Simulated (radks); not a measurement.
The numbers below are computed, except where a source is named.
Initial-state core-level shifts of the samarium ion Sm3+ when its valence configuration changes from [Xe] 4f5. Level of theory: Dirac Kohn-Sham, PBEsol, spin-unpolarised, spherical densities, finite nucleus; open shells fill j = l - 1/2 first; Fermi nuclear charge, rms radius 5.0819 fm (a radial shooting solver on a logarithmic mesh with Libxc functionals). Shifts are changes of the shell-averaged eigenvalues in eV (positive: less bound); the change of the density at the nucleus, which sets a Mossbauer isomer shift, is in e/bohr^3, on a base of 5.324e+05.

| valence | 1s | 2p | 3s | 5p | density at nucleus |
|---|---|---|---|---|---|
| 4f3 6p2 | -24.945 | -26.588 | -29.285 | -13.568 | +87.31 |
| 4f4 5d1 | -7.680 | -8.270 | -9.594 | -3.102 | +30.80 |
| 4f4.5 5d0.5 | -3.731 | -4.013 | -4.645 | -1.546 | +14.81 |
| 4f3.5 6p1.5 | -18.282 | -19.460 | -21.401 | -10.147 | +62.93 |
| 4f4 6p1 | -11.886 | -12.635 | -13.871 | -6.740 | +40.16 |
| 4f3 6s1 6p1 | -24.084 | -25.721 | -28.408 | -12.781 | +142.91 |
| 4f4 6s1 | -10.981 | -11.726 | -12.956 | -5.902 | +90.14 |
| 4f2.5 6s1 6p1.5 | -31.022 | -33.157 | -36.646 | -16.239 | +172.09 |
| 4f3.5 5d1 6p0.5 | -13.956 | -14.959 | -16.992 | -6.502 | +52.52 |
